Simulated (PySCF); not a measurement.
## Correlation energy of As³⁺ (arsenic, charge +3)

[Ar] 3d10 4s2, closed-shell 1S. Calculation: PySCF 2.14, in aug-cc-pVQZ-PP with ECP10MDF; a scalar-relativistic core potential. Frozen: 3s2 3p6 3d10; 2 electrons correlated.

With two correlated electrons CCSD is exact within the correlated space (frozen core and kept virtual orbitals).

```
level  correlation energy (mhartree)
 CCSD                         -42.67
```

Diagnostics: T1 = 0.0037, D1 = 0.0053, largest double amplitude 0.099.

Cost of the coupled-cluster step: about 1.2 core-seconds, for 2 correlated electrons.

Iterations:

```
CC2 = 0
CCSD nocc = 1, nmo = 80
frozen orbitals [0, 1, 2, 3, 4, 5, 6, 7, 8]
max_cycle = 100
direct = 0
conv_tol = 1e-08
conv_tol_normt = 1e-06
diis_space = 8
diis_start_cycle = 0
Init t2, MP2 energy = -329.226708908575  E_corr(MP2) -0.0321938348774784
Init E_corr(CCSD) = -0.0321938348775963
cycle = 1  E_corr(CCSD) = -0.0385985160129976  dE = -0.00640468114  norm(t1,t2) = 0.03711
cycle = 2  E_corr(CCSD) = -0.0410429199801845  dE = -0.00244440397  norm(t1,t2) = 0.0151299
cycle = 3  E_corr(CCSD) = -0.0426740659220768  dE = -0.00163114594  norm(t1,t2) = 0.00624411
cycle = 4  E_corr(CCSD) = -0.0426648412732308  dE = 9.22464885e-06  norm(t1,t2) = 0.000157208
cycle = 5  E_corr(CCSD) = -0.042666184983246  dE = -1.34371002e-06  norm(t1,t2) = 9.72213e-06
cycle = 6  E_corr(CCSD) = -0.0426658065667005  dE = 3.78416546e-07  norm(t1,t2) = 1.67056e-06
cycle = 7  E_corr(CCSD) = -0.0426657775348256  dE = 2.90318749e-08  norm(t1,t2) = 1.62001e-07
cycle = 8  E_corr(CCSD) = -0.0426657826744927  dE = -5.13966707e-09  norm(t1,t2) = 3.42695e-08
CCSD converged
E(CCSD) = -329.2371808563724  E_corr = -0.04266578267449266
```
